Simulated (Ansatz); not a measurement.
H3Al2, SMILES `[AlH-][AlH2]` (singlet; the order of the spin states depends on the level) (charge -1, multiplicity 1). This singlet lies 0.13 eV below the relaxed triplet at the level frozen-core CCSD(T)/aug-cc-pVTZ // B3LYP-D3(BJ)/def2-TZVPD (Ansatz, a first-principles code); other levels give the other order.

Calculation: B3LYP/aug-cc-pVTZ // B3LYP-D3(BJ)/def2-TZVPD (Ansatz).

Ansatz 0.2 input:
```yaml
crystal:
  periodic: [false, false, false]
  atoms:
    - { symbol: Al, position_ang: [1.629958, -0.049295, 0.740639] }
    - { symbol: Al, position_ang: [-0.793662, 0.016593, -0.178784] }
    - { symbol: H, position_ang: [2.726064, 0.009102, -0.497292] }
    - { symbol: H, position_ang: [-1.786665, -1.288889, -0.113916] }
    - { symbol: H, position_ang: [-1.775692, 1.312489, 0.049352] }
basis:
  gaussian: { orbitals: aug-cc-pVTZ }
hamiltonian:
  xc: b3lyp
total_charge: -1
```

Output:

```
Functional definition: B3LYP
902 factors; their error is unknown
mean field evaluation 1: about -13243.0212 eV, gradient 1.4e1 eV
mean field evaluation 2: about -13243.6128 eV, gradient 7.0e0 eV
mean field evaluation 4: about -13243.8498 eV, gradient 3.2e-1 eV
mean field evaluation 8: about -13243.8764 eV, gradient 5.2e-2 eV
mean field -13243.87645996 eV, -486.7034828818 hartree, gradient 4.7e-5 eV, S^2 0.000000; 0 other end points of the search recorded, 0 dependent functions left out
reference -13243.87672822 eV, -486.7034927401 hartree; 15, 15 occupied and 154, 154 virtual orbitals, 902 factors
Total energy: -13243.87672822 eV, -486.7034927401 hartree
```
